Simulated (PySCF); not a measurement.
Molecule: SMILES BCBF, CH₅B₂F.

Atoms are numbered as in `[BH2:1][CH2:2][BH:3][F:4]`; H(Xn) means a hydrogen on atom n.

Spin–spin couplings on one PBE0-D3(BJ)/def2-SVP geometry, PySCF, gas phase, non-relativistic, equivalent pairs averaged; isotopes ¹¹B, ¹H, ¹³C, ¹⁹F; functional B3LYP.

How do the couplings (Hz) change with the basis set? Times are CPU seconds on 1 thread of an Arm Neoverse V2, shared host. Far from the basis limit: 6-31G*, pcJ-0, def2-TZVP, cc-pVTZ.

Results:


```
    basis set  functions  ¹J(B3,H(B3))  ¹J(B1,H(B1))  ¹J(C2,H(C2))  ¹J(B3,F4)  ¹J(C2,B3)  ¹J(B1,C2)  ²J(F4,H(B3))  core-s
       6-31G*         66         173.7         146.8         139.9      -93.1       51.3       48.7          51.5     5.3
        pcJ-0         67         152.0         124.5         110.8     -271.2       33.3       31.0          45.9     5.2
    def2-TZVP        154         160.3         133.4         122.2     -190.1       45.1       41.8          64.2      16
      cc-pVTZ        190         162.0         136.0         114.7     -202.5       39.3       36.6          57.2      20
aug-cc-pVTZ-J        284         169.0         140.7         129.6     -176.3       43.7       40.6          73.1      39
        pcJ-2        324         167.0         139.3         128.2     -177.0       43.0       40.0          72.1      50
```

The Fermi-contact term samples the wavefunction at the nucleus, which is why sets with added tight s functions (names with J) are made for couplings.
